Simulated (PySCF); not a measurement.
Species: C₅H₈F₂Si.
Cartesian coordinates in Å at the PBE0-D3(BJ)/def2-SVP level; atoms count from 1:
```xyz
16
C5H8F2Si angstrom
F      2.7041    1.0996   -0.8165
C      1.9971   -0.0243   -0.5413
F      2.8191   -0.8593    0.1410
C      0.7883    0.3010    0.2979
C     -0.1881    1.2259   -0.3842
C     -1.4894    0.9041   -0.4051
C     -1.9524   -0.3726    0.2465
Si    -0.3139   -1.1991    0.7347
H      1.7413   -0.5023   -1.5040
H      1.1870    0.7690    1.2175
H      0.1812    2.1529   -0.8351
H     -2.2209    1.5690   -0.8772
H     -2.5596   -0.9841   -0.4416
H     -2.5967   -0.1666    1.1193
H      0.0117   -2.3771   -0.1262
H     -0.2173   -1.6061    2.1663
```

The closed-shell ground state was solved at several levels (PySCF, density fitting, gas phase, non-relativistic).

```json
{"level": "wB97X-D/pcSseg-1", "basis functions": "183", "total energy (Eh)": "-684.3394", "HOMO (eV)": "-9.35", "LUMO (eV)": "1.83", "gap (eV)": "11.18", "dipole (D)": "2.64"}
{"level": "CAM-B3LYP/def2-SVPD", "basis functions": "234", "total energy (Eh)": "-684.0000", "HOMO (eV)": "-8.86", "LUMO (eV)": "1.00", "gap (eV)": "9.86", "dipole (D)": "2.83"}
```

Problem. Estimate the row for PBE0/pcSseg-1, a basis of 183 functions; the other rows only guide the guess.

Solution. Total energy -683.9194 Eh, HOMO -7.51 eV, LUMO 0.01 eV, gap 7.52 eV, dipole 2.60 D.

Problem. Over all these levels, which gives the widest orbital gap and which the narrowest?

Solution. wB97X-D/pcSseg-1 (range-separated hybrid) has the widest, 11.18 eV, and PBE0/pcSseg-1 (global hybrid, 25 % exact exchange) the narrowest, 7.52 eV. The two share the basis. From the narrowest to the widest the HOMO moves by -1.84 eV and the LUMO by +1.82 eV.

Problem. How far do the dipole and the HOMO energy spread over the levels?

Solution. The dipole runs from 2.60 to 2.83 D (mean 2.69 D) and the HOMO from -9.35 to -7.51 eV.

One conformer stands for the species.

wB97X-D is run here without its empirical dispersion term; that term would change no orbital, density or response property at a fixed geometry.
